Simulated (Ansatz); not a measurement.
Basis-set extrapolation for `COB(C)F` (PBE0-D4/def2-TZVP geometry, frozen core, Ansatz). Multiplicity 1, RHF reference.

```csv
,def2-TZVPP,def2-QZVPP
HF,-278.453927,-278.467023
MP2 correlation,-0.931202,-1.003293
CCSD(T) correlation,-0.998048,not run
```

Energies in hartree. Use E(X) = E(∞) + A·exp(−7.88·√X) for Hartree–Fock and E(X) = E(∞) + B·X^(−2.97) for correlation, with X = 3 and 4, and add CCSD(T) minus MP2 of the smaller set to the MP2 limit.

**Question.** What is the CCSD(T) energy at the basis-set limit?

**Answer.** HF limit: -278.467023 + (-0.013096) × 0.13774 = -278.46883. MP2 limit: -1.003293 + (-0.072091) × 0.74074 = -1.05669. Higher-order term: -0.998048 − (-0.931202) = -0.06685. Total: -279.59237 hartree, 88.1 kcal/mol below CCSD(T)/def2-TZVPP.
